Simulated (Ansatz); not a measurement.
Total energies of C$_{2}$H$_{9}$AlSi (`[CH3][AlH][SiH2]C`).

```xyz
13

C    -1.720   -0.892   -1.384
Al    0.219   -1.043   -1.166
Si    1.442    0.221    0.557
C     0.350    1.336    1.615
H    -2.194   -1.875   -1.290
H    -2.191   -0.220   -0.664
H    -1.963   -0.532   -2.390
H     1.013   -2.020   -2.145
H     2.504    1.056   -0.086
H     2.175   -0.727    1.454
H    -0.410    0.751    2.138
H    -0.164    2.075    0.997
H     0.940    1.870    2.363
```

The species carries charge 0 and has multiplicity 1. All single points use the PBE0-D4/def2-TZVP geometry. It is one conformer, not always the lowest. Basis def2-TZVPP, the Gaussian-basis code of Ansatz.

RPA on PBE orbitals: Hartree–Fock energy of these orbitals -611.82504 Eh, correlation -1.04837 Eh (frozen core).

| functional | energy without D4 (Eh) | D4 term (kJ/mol) |
| --- | --- | --- |
| r2SCAN0 | -613.47228 | -6.9 |
| BHLYP | -613.54197 | -29.5 |

**Question.** Give the same for LDA (SPW92), PBE, revPBE, BLYP, r2SCAN, B97M-V, PBE0, B3LYP, r2SCANh, HSE06 (plane-wave form), CAM-B3LYP, LC-ωPBE, ωB97X-V, ωB97M-V, B2PLYP, PBE-QIDH. (Estimate.)

**Answer.** Computed: 
```json
{"functional": "LDA (SPW92)", "energy without D4 (Eh)": "-610.57028", "D4 term (kJ/mol)": "–"}
{"functional": "PBE", "energy without D4 (Eh)": "-613.17897", "D4 term (kJ/mol)": "-22.7"}
{"functional": "revPBE", "energy without D4 (Eh)": "-613.45555", "D4 term (kJ/mol)": "-64.2"}
{"functional": "BLYP", "energy without D4 (Eh)": "-613.53386", "D4 term (kJ/mol)": "-48.5"}
{"functional": "r2SCAN", "energy without D4 (Eh)": "-613.48514", "D4 term (kJ/mol)": "-5.8"}
{"functional": "B97M-V", "energy without D4 (Eh)": "-613.46844", "D4 term (kJ/mol)": "–"}
{"functional": "PBE0", "energy without D4 (Eh)": "-613.25269", "D4 term (kJ/mol)": "-19.4"}
{"functional": "B3LYP", "energy without D4 (Eh)": "-613.65085", "D4 term (kJ/mol)": "-36.4"}
{"functional": "r2SCANh", "energy without D4 (Eh)": "-613.47964", "D4 term (kJ/mol)": "-6.3"}
{"functional": "HSE06 (plane-wave form)", "energy without D4 (Eh)": "-613.23410", "D4 term (kJ/mol)": "-18.3"}
{"functional": "CAM-B3LYP", "energy without D4 (Eh)": "-613.55279", "D4 term (kJ/mol)": "-20.0"}
{"functional": "LC-ωPBE", "energy without D4 (Eh)": "-613.37473", "D4 term (kJ/mol)": "–"}
{"functional": "ωB97X-V", "energy without D4 (Eh)": "-613.48620", "D4 term (kJ/mol)": "–"}
{"functional": "ωB97M-V", "energy without D4 (Eh)": "-613.48830", "D4 term (kJ/mol)": "–"}
{"functional": "B2PLYP", "energy without D4 (Eh)": "-613.27022", "D4 term (kJ/mol)": "–"}
{"functional": "PBE-QIDH", "energy without D4 (Eh)": "-613.06779", "D4 term (kJ/mol)": "–"}
```

B3LYP takes the VWN-RPA correlation (the form of Gaussian; ORCA's B3LYP/G). HSE06 is the plane-wave form, built on full-range PBE exchange. The double hybrids freeze the cores in their second-order part.

LC-ωPBE has ω = 0.4 bohr⁻¹.
